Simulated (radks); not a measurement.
Results of a calculation; reference values are marked as such.
Initial-state core-level shifts of neutral samarium when its valence configuration changes from [Xe] 4f6 6s2. Level of theory: scalar-relativistic Kohn-Sham, PBE, spin-unpolarised, spherical densities, finite nucleus; Fermi nuclear charge, rms radius 5.0819 fm (a radial shooting solver on a logarithmic mesh with Libxc functionals). Shifts are changes of the shell-averaged eigenvalues in eV (positive: less bound); the change of the density at the nucleus, which sets a Mossbauer isomer shift, is in e/bohr^3, on a base of 5.568e+05.

[
 {"valence": "4f5 6s2 6p1", "2p": "-9.823", "3s": "-10.706", "4d": "-9.859", "5p": "-5.781", "density at nucleus": "+41.00"},
 {"valence": "4f4 5d2 6s2", "2p": "-14.318", "3s": "-16.494", "4d": "-14.244", "5p": "-5.451", "density at nucleus": "+63.89"},
 {"valence": "4f5 5d0.5 6s1.5 6p1", "2p": "-8.782", "3s": "-9.692", "4d": "-8.834", "5p": "-4.862", "density at nucleus": "+23.40"},
 {"valence": "4f4 5d0.5 6s1.5 6p2", "2p": "-20.244", "3s": "-22.351", "4d": "-20.084", "5p": "-10.772", "density at nucleus": "+68.86"},
 {"valence": "4f5 5d1 6s2", "2p": "-6.587", "3s": "-7.523", "4d": "-6.648", "5p": "-2.765", "density at nucleus": "+29.41"},
 {"valence": "4f4.5 5d0.5 6s1.5 6p1.5", "2p": "-14.306", "3s": "-15.782", "4d": "-14.291", "5p": "-7.789", "density at nucleus": "+45.12"},
 {"valence": "4f8", "2p": "+2.861", "3s": "+3.453", "4d": "+3.074", "5p": "+0.570", "density at nucleus": "-55.78"},
 {"valence": "4f4 6s2 6p2", "2p": "-21.552", "3s": "-23.624", "4d": "-21.344", "5p": "-11.816", "density at nucleus": "+91.72"}
]
